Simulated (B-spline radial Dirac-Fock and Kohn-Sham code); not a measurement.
Two-hole binding energies of Lu³⁺

System: lutetium as Lu³⁺, configuration [Xe] 4f14, inside a Watson sphere of charge -3 and radius 1.8 Å (a model of the Madelung potential; inside it an electron's potential energy is raised by 24.0 eV).

Input of the calculation (task.json; shells as n, l, electrons):

```json
{"items": [{
  "Z": 71,
  "q": 3,
  "cfg": [[1, 0, 2], [2, 0, 2], [2, 1, 6], [3, 0, 2], [3, 1, 6], [3, 2, 10], [4, 0, 2], [4, 1, 6], [4, 2, 10], [4, 3, 14], [5, 0, 2], [5, 1, 6]],
  "A": 175,
  "rrms": 5.37,
  "watson": [-3, 1.8],
  "do": ["binding", "quiet", "double"]
}]}
```

Launch: `python xray_run.py task.json out`

These are calculated numbers from a B-spline atomic structure program; the model is Dirac-Fock ΔSCF + Breit + QED. U is the two-hole binding energy less the two single-hole energies, the effective repulsion of the holes after relaxation. Each two-hole energy is an average over J within one jj subconfiguration.

```tsv
holes	E(a) (eV)	E(b) (eV)	E(ab) (eV)	U (eV)
1s⁻¹ 3p3/2⁻¹	63322.2	2040.5	65459.2	96.4
1s⁻¹ 3d3/2⁻¹	63322.2	1652.9	?	?
1s⁻¹ 3d5/2⁻¹	63322.2	1601.9	65012.8	88.7
2s⁻²	10889.7	10889.7	21984.7	205.3
2p1/2⁻²	10362.1	10362.1	20989.6	265.3
2s⁻¹ 3d5/2⁻¹	10889.7	1601.9	12577.7	86.1
2p1/2⁻¹ 3d5/2⁻¹	10362.1	1601.9	12053.1	89.1
2p3/2⁻¹ 3s⁻¹	9257.2	2510.8	11847.3	79.3
2p3/2⁻¹ 3d5/2⁻¹	9257.2	1601.9	10944.4	85.3
3p3/2⁻²	2040.5	2040.5	4135.8	54.7
3d3/2⁻²	1652.9	1652.9	3371.6	65.7
3d5/2⁻²	1601.9	1601.9	3268.2	64.5
4d3/2⁻²	220.5	220.5	466.8	25.8
4f5/2⁻¹ 4f7/2⁻¹	18.74	17.30	59.54	23.5
```

Task: Give the missing two-hole energy and U.

Result: E(ab) = 65067.5 eV and U = 92.4 eV.
